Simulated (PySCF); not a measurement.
Two species compared at the same levels of theory.

First species: C5H6F5P.
Structure used (GFN2-xTB), in Å, numbered top down from 1:
```
atom  x, y, z in Å
C1     2.843    0.474    0.546
C2     1.437    0.539   -0.042
C3     0.973   -0.803   -0.490
P4    -0.547   -1.483   -0.633
C5    -1.637   -0.027   -0.018
F6    -1.409    1.123   -0.699
F7    -1.426    0.256    1.293
C8    -3.106   -0.425   -0.202
F9    -3.974    0.481    0.233
F10   -3.348   -1.570    0.445
F11   -3.355   -0.642   -1.498
H12    3.547    0.068   -0.178
H13    2.855   -0.156    1.432
H14    3.175    1.469    0.829
H15    0.755    0.977    0.687
H16    1.440    1.204   -0.914
H17    1.767   -1.474   -0.803
```

Second species: C6H3F3OS.
Bonds: F1–C2, C2–F3, C2–F4, C2–C5, C5–C6 (double), C6–C7, C7–S8 (double), C7–C9, C9–C10 (double), C10–O11, C5–O11. Hydrogens: H12 on C6; H13 on C9; H14 on C10.

Levels: PBE0/pcSseg-1 for dipole moment, HOMO energy, LUMO energy and HOMO–LUMO gap; GFN2-xTB for rotational constant A and rotational constant C. Geometries: GFN2-xTB. All species are isolated and taken at one optimised geometry, non-relativistic unless stated; the electronic structure was computed with PySCF and density fitting.

The conformers computed, where there is a choice (atom-mapped SMILES and torsion angles):
- `[CH3:1][CH2:2]/[CH:3]=[P:4]\[C:5]([F:6])([F:7])[C:8]([F:9])([F:10])[F:11]`: C1–C2–C3–P4 152°, C3–P4–C5–F6 55°, P4–C5–C8–F9 178°
- `[F:1][C:2]([F:3])([F:4])[c:5]1[cH:6][c:7](=[S:8])[cH:9][cH:10][o:11]1`: F1–C2–C5–C6 120°

Question: Which of the two has the higher LUMO energy, and by how much?

Answer: The first: -2.19 eV against -2.69 eV, a difference of 0.50 eV.

Question: Which of the two has the higher dipole moment, and by how much?

Answer: The second: 3.02 D against 2.86 D, a difference of 0.16 D.

Question: Which has the higher rotational constant A?

Answer: The first: 1.927 GHz against 1.921 GHz, a difference of 0.006 GHz.

Question: Which has the higher HOMO energy?

Answer: The second: -6.50 eV against -7.83 eV, a difference of 1.33 eV.

Question: Which of the two has the higher rotational constant C, and by how much?

Answer: The first: 0.521 GHz against 0.481 GHz, a difference of 0.040 GHz.

Question: Which of the two has the higher HOMO–LUMO gap, and by how much?

Answer: The first: 5.64 eV against 3.81 eV, a difference of 1.83 eV.

On the first: In atomic units the dipole is 1.13 e·bohr (1 au = 2.5417 D).

On the second: In atomic units the dipole is 1.19 e·bohr (1 au = 2.5417 D).
